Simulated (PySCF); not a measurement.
C₈H₁₂P (charge -1).
Bonds: C1–C2, C2–C3, C3–C4 (aromatic), C4–P5 (aromatic), P5–C6 (aromatic), C6–C7, C6–C8 (aromatic), C8–C9, C3–C8 (aromatic). Hydrogens: H10, H11, H12 on C1; H13, H14 on C2; H15 on C4; H16, H17, H18 on C7; H19, H20, H21 on C9.

The same species was optimised twice, with GFN2-xTB and with PBE0-D3(BJ)/def2-SVP (PySCF), and the same property calculations (PySCF, gas phase) were run on both structures.

| coordinate | GFN2-xTB | PBE0-D3(BJ)/def2-SVP | change |
| --- | --- | --- | --- |
| C3–C4 (Å) | 1.380 | 1.400 | +0.020 |
| C6–C8 (Å) | 1.386 | 1.404 | +0.018 |
| C4–P5 (Å) | 1.741 | 1.759 | +0.018 |
| C3–C8 (Å) | 1.410 | 1.425 | +0.015 |
| P5–C6 (Å) | 1.757 | 1.767 | +0.010 |
| C2–C3 (Å) | 1.502 | 1.504 | +0.002 |
| C1–C2 (Å) | 1.531 | 1.529 | -0.002 |
| C6–C7 (Å) | 1.501 | 1.500 | -0.001 |
| C8–C9 (Å) | 1.502 | 1.502 | 0.000 |
| C1–C2–C3 (°) | 111.6 | 113.9 | +2.3 |
| C2–C3–C8 (°) | 125.1 | 124.1 | -1.0 |
| C2–C3–C4 (°) | 122.6 | 123.6 | +1.0 |
| P5–C6–C7 (°) | 122.9 | 123.9 | +1.0 |
| C7–C6–C8 (°) | 124.6 | 123.8 | -0.8 |
| C4–P5–C6 (°) | 89.4 | 90.0 | +0.6 |
| C3–C4–P5 (°) | 113.4 | 112.9 | -0.5 |
| C6–C8–C9 (°) | 123.5 | 123.3 | -0.2 |
| C1–C2–C3–C4 (°) | -96 | -99 | -3 |

Rotational constants: A = 2107, B = 1109, C = 783.5 MHz (GFN2-xTB) against A = 2086, B = 1090, C = 769.0 MHz (PBE0-D3(BJ)/def2-SVP). Point groups within 0.08 Å: C1 and C1.

On the GFN2-xTB structure: HOMO (eV) -0.19 [PBE0/pcSseg-1]; LUMO (eV) 4.88 [PBE0/pcSseg-1]; GIAO shielding of C1 (ppm) 166.4 [PBE0/pcSseg-1]; GIAO shielding of C2 (ppm) 154.9 [PBE0/pcSseg-1]; GIAO shielding of C3 (ppm) 55.6 [PBE0/pcSseg-1]; GIAO shielding of C4 (ppm) 59.3 [PBE0/pcSseg-1]; GIAO shielding of P5 (ppm) 245.9 [PBE0/pcSseg-1]; GIAO shielding of C6 (ppm) 45.0 [PBE0/pcSseg-1]; GIAO shielding of C7 (ppm) 166.1 [PBE0/pcSseg-1]; GIAO shielding of C8 (ppm) 68.6 [PBE0/pcSseg-1].

**Question.** What do these properties become on the PBE0-D3(BJ)/def2-SVP structure?

**Answer.** 
```
                                    property          level  on GFN2-xTB  on PBE0-D3(BJ)/def2-SVP  change
                                   HOMO (eV)  PBE0/pcSseg-1        -0.19                    -0.26   -0.07
                                   LUMO (eV)  PBE0/pcSseg-1         4.88                     4.81   -0.07
energy, GFN2-xTB geometry as zero (kcal/mol)  PBE0/pcSseg-1          0.0                     -1.2    -1.2
                  GIAO shielding of C1 (ppm)  PBE0/pcSseg-1        166.4                    164.2    -2.2
                  GIAO shielding of C2 (ppm)  PBE0/pcSseg-1        154.9                    153.9    -1.0
                  GIAO shielding of C3 (ppm)  PBE0/pcSseg-1         55.6                     51.8    -3.8
                  GIAO shielding of C4 (ppm)  PBE0/pcSseg-1         59.3                     54.8    -4.5
                  GIAO shielding of P5 (ppm)  PBE0/pcSseg-1        245.9                    235.5   -10.4
                  GIAO shielding of C6 (ppm)  PBE0/pcSseg-1         45.0                     41.6    -3.4
                  GIAO shielding of C7 (ppm)  PBE0/pcSseg-1        166.1                    164.4    -1.7
                  GIAO shielding of C8 (ppm)  PBE0/pcSseg-1         68.6                     64.1    -4.5
```

The heavy atoms differ by 0.038 Å rms after alignment. Among bonds between heavy atoms C3–C4 changes most (+0.020 Å). Changes are differences of the printed values. Neither structure is proved a minimum here. One conformer (not necessarily the lowest) at the PBE0-D3(BJ)/def2-SVP geometry, without solvent, vibrations or thermal averaging. The geometry's basis has no diffuse functions, a weakness for an anion.

The values belong to the conformer `[CH3:1][CH2:2][c:3]1[cH:4][p-:5][c:6]([CH3:7])[c:8]1[CH3:9]`: C1–C2–C3–C4 -99°.
